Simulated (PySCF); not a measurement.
Electron correlation in O³⁺ (oxygen, charge +3)

[He] 2s2 2p1, 2P determinant. Computed with PySCF 2.14 in jorge-DZP-DKH, with scalar relativity by spin-free X2C-1e. Frozen: 1s2; 3 electrons correlated.

MP2 pair energies summed by pair of shells (mhartree):

```tsv
pair	energy	share (%)
2s-2s	-34.13	66.9
2s-2p	-16.90	33.1
```

Total MP2 correlation energy: -51.03 mhartree.

Same-spin part -2.29 and opposite-spin part -48.73 mhartree; SCS-MP2 scales them by 1/3 and 6/5 to -59.24 mhartree.

```
  level  correlation energy (mhartree)
   CCSD                         -82.03
    (T)                          -0.45
CCSD(T)                         -82.48
```

Diagnostics: T1 = 0.0050, D1 = 0.0096, largest double amplitude 0.138.

Cost of the coupled-cluster step: 0.1 s of wall time on 1 thread of Neoverse-V1 (shared host), for 3 correlated electrons.
